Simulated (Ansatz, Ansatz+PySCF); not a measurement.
```yaml
atoms:
  - { symbol: C, position_ang: [-0.0420, -0.3939, -0.3396] }
  - { symbol: C, position_ang: [0.0592, -0.4641, 1.1574] }
  - { symbol: O, position_ang: [-0.0633, 0.9242, -0.7663] }
  - { symbol: H, position_ang: [-0.8768, -1.0212, -0.7578] }
  - { symbol: H, position_ang: [0.8969, -0.9009, -0.7715] }
  - { symbol: H, position_ang: [-0.0188, -1.4450, 1.5385] }
  - { symbol: H, position_ang: [0.9129, 0.0680, 1.5494] }
  - { symbol: H, position_ang: [-0.8700, 0.0649, 1.5170] }
  - { symbol: H, position_ang: [-0.0508, 0.9613, -1.7604] }
```

Basis set: def2-SVP (spherical functions). Correlated methods keep 3 orbitals frozen. Charge 0, multiplicity 1.

Computed with Ansatz (development build ahead of 0.2.0); each method stands on the lowest determinant of its kind that the runs found. Restricted open shells among the atoms or ions are ROHF, correlated in semicanonical orbitals with singles.

The atomization energy at this shape (free ground-state atoms in the same class of orbitals less the molecule, no zero-point energy) of singlet C2H6O:

```tsv
method	atomization energy
RHF-MP2	772.49 kcal/mol
```

Question: What does RHF give?

Answer: 604.83 kcal/mol. Caution: the shape is not the minimum.
